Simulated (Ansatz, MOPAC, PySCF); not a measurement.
Dissociation curve of NaN, lowest singlet found (which spin is the ground state isn't settled by this scan).

Computed with: AM1, restricted, heats of formation (MOPAC); UMP2/3-21G = unrestricted MP2 (frozen core)/3-21G (PySCF 2.14.0); UKS-B3LYP/3-21G = unrestricted B3LYP/3-21G (PySCF); FCI = full CI/aug-cc-pVDZ, frozen core run with Ansatz (a program for electronic structure).

Energies relative to the lowest point of each curve between 2.16 and 2.82 Å, where full CI is lowest, in eV; the last columns give the difference from FCI:

```tsv
R / Å	AM1	UMP2/3-21G	UKS-B3LYP/3-21G	FCI	AM1 − FCI	UMP2/3-21G − FCI	UKS-B3LYP/3-21G − FCI
2.16	0.187	0.000	0.001	0.032	0.155	-0.032	-0.031
2.26	0.024	0.000	0.000	0.000	0.024	0.000	0.000
2.31	0.000	0.001	0.017	0.006	-0.006	-0.006	0.011
2.40	0.028	0.007	0.069	0.045	-0.017	-0.037	0.024
2.48	0.109	0.017	0.132	0.100	0.009	-0.083	0.032
2.58	0.260	0.033	0.224	0.188	0.072	-0.155	0.036
2.68	0.446	0.052	0.323	0.290	0.156	-0.238	0.034
2.82	0.733	0.078	0.465	0.443	0.290	-0.365	0.022
3.00	1.109	0.113	0.642	0.645	0.464	-0.533	-0.003
3.18	1.464	0.144	0.804	0.841	0.623	-0.697	-0.037
3.43	1.899	0.181	0.996	1.088	0.812	-0.906	-0.092
3.82	2.444	0.222	1.213	1.389	1.054	-1.167	-0.177
4.22	2.865	0.245	1.349	1.583	1.283	-1.337	-0.233
4.63	3.195	0.258	1.431	1.684	1.511	-1.426	-0.253
5.24	3.553	0.269	1.496	1.742	1.811	-1.473	-0.246
5.88	3.817	0.278	1.531	1.760	2.057	-1.482	-0.229
6.86	4.088	0.288	1.556	1.767	2.321	-1.479	-0.211
```

AM1 is furthest from FCI at 6.86 (2.321 eV, above); its mean absolute difference over the points is 0.745 eV.

UMP2/3-21G is furthest from FCI at 5.88 (-1.482 eV, below); its mean absolute difference over the points is 0.671 eV.

UKS-B3LYP/3-21G is furthest from FCI at 4.63 (-0.253 eV, below); its mean absolute difference over the points is 0.098 eV.

The scan ran from 1.70 to 8.08 Å; beyond the distances shown full CI changes its symmetry label. The restricted form behind AM1 keeps the bonding electrons paired and can't separate into open-shell fragments. The unrestricted determinant behind UMP2/3-21G, UKS-B3LYP/3-21G is spin-contaminated at 2.16 to 6.86 Å (<S²> up to 2.0, against 0.00 for a pure singlet).
